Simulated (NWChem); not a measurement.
System: CH₄FNSi₂; SMILES F[Si@H]1N=C[SiH2]1

Input file for NWChem:

```
start job
memory heap 200 mb stack 900 mb global 1100 mb
geometry units angstroms
  F      1.464603    -1.389255    -0.447386
  Si     0.740323    -0.271649     0.471150
  N      0.576713     1.244759    -0.455658
  C     -0.683150     1.407048    -0.592092
  Si    -1.576631    -0.069559     0.269310
  H      1.650261    -0.151009     1.594549
  H     -1.033909     2.277292    -1.139694
  H     -2.406041     0.356566     1.399059
  H     -2.386868    -0.853771    -0.666209
end
basis spherical
  * library def2-svp
end
dft
  xc pbe0
  iterations 150
end
driver
  maxiter 120
end
task dft optimize
task dft freq
```

The level has its own optimisation; frequencies are unscaled. Brackets give each atom's bonded neighbours.

Problem. Predict the main results of this run. (PBE0/def2-SVP.) Quantities: r F–Si (Å); r N–Si (Å); r Si–Si (Å); r H–Si [H(Si)–Si(FHNSi)] (Å); highest harmonic frequency (cm⁻¹); lowest (cm⁻¹); zero-point energy (kcal/mol); dipole (D).

Solution. 
```
Property                           Result
---------------------------------  ------
r F–Si (Å)                          1.624
r N–Si (Å)                          1.789
r Si–Si (Å)                         2.335
r H–Si [H(Si)–Si(FHNSi)] (Å)        1.489
highest harmonic frequency (cm⁻¹)    3056
lowest (cm⁻¹)                         119
zero-point energy (kcal/mol)         31.0
dipole (D)                           2.56
```
